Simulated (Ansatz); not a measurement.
```yaml
crystal:
  periodic: [false, false, false]
  atoms:
    - {symbol: C, position_ang: [-0.080197, -1.246887, 1.001873]}
    - {symbol: Se, position_ang: [1.570171, -0.775022, 0.029473]}
    - {symbol: Zr, position_ang: [0.208765, 1.104834, -0.938129]}
    - {symbol: Cl, position_ang: [-1.609750, 0.205420, -2.091550]}
    - {symbol: Cl, position_ang: [1.617470, 2.269304, -2.361501]}
    - {symbol: Cl, position_ang: [-0.551952, 2.463920, 0.799976]}
    - {symbol: H, position_ang: [0.133169, -1.191905, 2.066470]}
    - {symbol: H, position_ang: [-0.921106, -0.577211, 0.789330]}
    - {symbol: H, position_ang: [-0.366578, -2.252464, 0.704069]}
basis:
  gaussian: {orbitals: ANO-RCC-VTZP}
magnetization: {spin_polarized: true, initial_magnetization: 2}
hamiltonian: {xc: {name: r2SCAN0}}
output: {forces: true}
```

```sh
$ ansatz run in.yaml --threads 4 --pin off --events-out ev --progress --plain --max-ram 11315MiB
```

Shortened log:

```
Functional definition: r2SCAN0
1886 factors; integrals over basis functions are off by at most 1.2e-3 eV
mean field evaluation 1: about -202802.8008 eV, gradient 3.4e1 eV
mean field evaluation 2: about -202797.8791 eV, gradient 4.3e1 eV
mean field evaluation 4: about -202808.3900 eV, gradient 5.4e0 eV
mean field evaluation 8: about -202808.6096 eV, gradient 6.6e-1 eV
mean field evaluation 16: about -202808.6149 eV, gradient 1.1e-2 eV
mean field evaluation 32: about -202808.6149 eV, gradient 5.6e-4 eV
mean field -202808.61487816 eV, -7453.0791281557 hartree, gradient 1.6e-9 eV, S^2 2.009002; 6 other end points of the search recorded, 0 dependent functions left out
reference -202808.61490735 eV, -7453.0791292285 hartree; 68, 66 occupied and 217, 219 virtual orbitals, 1886 factors
Total energy: -202808.61490735 eV, -7453.0791292285 hartree
Relativity: scalar
Atom 0 at    -0.080197    -1.246887     1.001873 Å, force    -0.263305    -0.342271     0.386153 eV/Å
Atom 1 at     1.570171    -0.775022     0.029473 Å, force     0.203272    -1.185084     0.836174 eV/Å
Atom 2 at     0.208765     1.104834    -0.938129 Å, force    -1.023419     1.407548    -0.780761 eV/Å
Atom 3 at    -1.609750     0.205420    -2.091550 Å, force    -0.229447    -0.448617    -0.341473 eV/Å
Atom 4 at     1.617470     2.269304    -2.361501 Å, force     0.629336     0.615881    -0.683891 eV/Å
Atom 5 at    -0.551952     2.463920     0.799976 Å, force     0.095578     0.276830     0.558716 eV/Å
Atom 6 at     0.133169    -1.191905     2.066470 Å, force     0.060921    -0.198668    -0.009290 eV/Å
Atom 7 at    -0.921106    -0.577211     0.789330 Å, force     0.402943    -0.047193    -0.114596 eV/Å
Atom 8 at    -0.366578    -2.252464     0.704069 Å, force     0.124122    -0.078426     0.148969 eV/Å
Dipole moment:     0.281270    -1.102248     0.750083 e Å
```

It took 8.2 min on 4 threads of an Arm Neoverse V2 on a shared host, with 2.8 GiB of host memory at the peak.
